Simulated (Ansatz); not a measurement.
One change: `C[SiH2]BCl` becomes `S[SiH2]BCl`.

Ansatz, PBE0-D4/def2-TZVP geometries, multiplicity 1. Each molecule was computed in one conformer, which needn't be the lowest.

| property | `C[SiH2]BCl` |
| --- | --- |
| size of the dipole moment (B3LYP/def2-TZVPP) / D | 0.57 |
| HOMO energy (PBE/def2-TZVPP) / eV | -6.50 |
| LUMO energy (B3LYP/def2-TZVPP) / eV | -2.29 |
| HOMO energy (B3LYP/def2-TZVPP) / eV | -7.56 |
| LUMO energy (ωB97M-V/def2-TZVPP) / eV | -0.10 |
| HOMO–LUMO gap (ωB97M-V/def2-TZVPP) / eV | 9.82 |

Task: What does the change do to each property? (Best estimate.)

Result: Computed: 
```json
{"property": "size of the dipole moment (B3LYP/def2-TZVPP) / D", "`S[SiH2]BCl`": "0.77", "shift": "0.20"}
{"property": "HOMO energy (PBE/def2-TZVPP) / eV", "`S[SiH2]BCl`": "-6.17", "shift": "0.33"}
{"property": "LUMO energy (B3LYP/def2-TZVPP) / eV", "`S[SiH2]BCl`": "-2.56", "shift": "-0.27"}
{"property": "HOMO energy (B3LYP/def2-TZVPP) / eV", "`S[SiH2]BCl`": "-7.12", "shift": "0.44"}
{"property": "LUMO energy (ωB97M-V/def2-TZVPP) / eV", "`S[SiH2]BCl`": "-0.42", "shift": "-0.32"}
{"property": "HOMO–LUMO gap (ωB97M-V/def2-TZVPP) / eV", "`S[SiH2]BCl`": "9.03", "shift": "-0.79"}
```

With PBE0 the HOMO rises by 0.42 eV and the LUMO falls by 0.28 eV, so the gap narrows by about 0.70 eV. PBE moves the HOMO by 0.33 eV and ωB97M-V by 0.47 eV. The zero-point energy changes by -69.8 kJ/mol with -6 modes. Dipoles are sizes alone; their direction can turn.

B3LYP here is the variant with VWN-RPA as its local correlation; programs differ in this.
